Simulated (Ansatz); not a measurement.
Two members of one family (InH3 adduct), computed with Ansatz in the gas phase; def2 core potentials for In, no spin–orbit coupling. The two geometries come from different levels. Binding counts from free atoms in the multiplicity of their measured ground term, without zero-point energy. The structures are stationary points that may keep the symmetry of their start.

First: In(PH3)H3 (singlet, charge 0, B3LYP-D4/def2-TZVP geometry).

| atom | x (Å) | y (Å) | z (Å) |
| --- | --- | --- | --- |
| In1 | -0.676 | -1.401 | -0.472 |
| P2 | 0.498 | 1.050 | 0.352 |
| H3 | 0.637 | 2.109 | -0.568 |
| H4 | 1.825 | 1.048 | 0.831 |
| H5 | -0.074 | 1.793 | 1.403 |
| H6 | 0.444 | -1.667 | -1.771 |
| H7 | -2.237 | -0.728 | -0.820 |
| H8 | -0.417 | -2.204 | 1.046 |

```json
{"level": "PBE-D4/def2-SVP", "HOMO (eV)": "-6.33", "LUMO (eV)": "-1.06", "gap (eV)": "5.27", "binding per atom (eV)": "2.25"}
{"level": "PBE-D4/def2-TZVP", "HOMO (eV)": "-6.43", "LUMO (eV)": "-1.24", "gap (eV)": "5.20", "binding per atom (eV)": "2.27"}
{"level": "r2SCAN-D4/def2-TZVP", "HOMO (eV)": "-6.71", "LUMO (eV)": "-0.79", "gap (eV)": "5.92", "binding per atom (eV)": "2.31"}
{"level": "PBE0-D4/def2-SVP", "HOMO (eV)": "-7.50", "LUMO (eV)": "-0.32", "gap (eV)": "7.19", "binding per atom (eV)": "2.25"}
{"level": "BHLYP-D4/def2-TZVP", "HOMO (eV)": "-8.69", "LUMO (eV)": "0.11", "gap (eV)": "8.80", "binding per atom (eV)": "2.31"}
```

Second: In(NH3)H3 (singlet, charge 0, PBE-D4/def2-TZVP geometry).

| atom | x (Å) | y (Å) | z (Å) |
| --- | --- | --- | --- |
| In1 | 0.416 | 0.586 | 1.063 |
| N2 | -0.370 | -0.522 | -0.946 |
| H3 | -0.801 | -1.421 | -0.724 |
| H4 | 0.400 | -0.694 | -1.595 |
| H5 | -1.066 | 0.049 | -1.429 |
| H6 | 1.077 | 1.982 | 0.248 |
| H7 | 1.496 | -0.692 | 1.561 |
| H8 | -1.151 | 0.712 | 1.821 |

Problem. Estimate the same table for the second.

Solution. 
```tsv
level	HOMO (eV)	LUMO (eV)	gap (eV)	binding per atom (eV)
PBE-D4/def2-SVP	-6.03	-0.95	5.08	2.63
PBE-D4/def2-TZVP	-6.12	-1.31	4.82	2.64
r2SCAN-D4/def2-TZVP	-6.41	-0.72	5.69	2.63
PBE0-D4/def2-SVP	-7.22	-0.17	7.04	2.61
BHLYP-D4/def2-TZVP	-8.42	-0.01	8.40	2.60
```
